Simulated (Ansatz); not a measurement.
Computed with Ansatz on PBE0-D4/def2-TZVP structures; ΔE is electronic, products minus reactants. CCSD(T)/CBS adds triple-zeta CCSD(T) − MP2 to the extrapolated MP2 energy (def2 sets, frozen cores). This one scheme is used for every species. Functionals use def2-TZVPP. Each species was taken in one conformer, which may not be the lowest.

Consider the ligand exchange at a B–S bond: `CSBS` + H₂S → `SBS` + CH₃SH.

(1) Is it downhill or uphill in electronic energy at CCSD(T)/CBS, and by how much? (An estimate is asked.)

(2) What do these levels give: LDA (SPW92), HF/def2-SVP, CCSD/def2-TZVPP, HF/def2-QZVPP, SCS-MP2/def2-QZVPP, CCSD/CBS(def2)? (An estimate is asked.)

Largest T1 diagnostic among the species: 0.014.

Results:

(1) Computed: Uphill: ΔE = +0.07 eV.

(2) Computed: LDA (SPW92) 0.08, HF/def2-SVP 0.01, CCSD/def2-TZVPP 0.05, HF/def2-QZVPP 0.01, SCS-MP2/def2-QZVPP 0.06, CCSD/CBS(def2) 0.05 eV.

Leaving LDA and LC-ωPBE aside and taking each functional with its dispersion term where it has one, the values, not all of them listed here, spread over 0.03 eV, from B2PLYP to revPBE-D4. In def2-TZVPP, CCSD(T) changes the Hartree–Fock value by +0.06 eV (the triples alone add +0.01 eV) and MP2 by +0.07 eV.
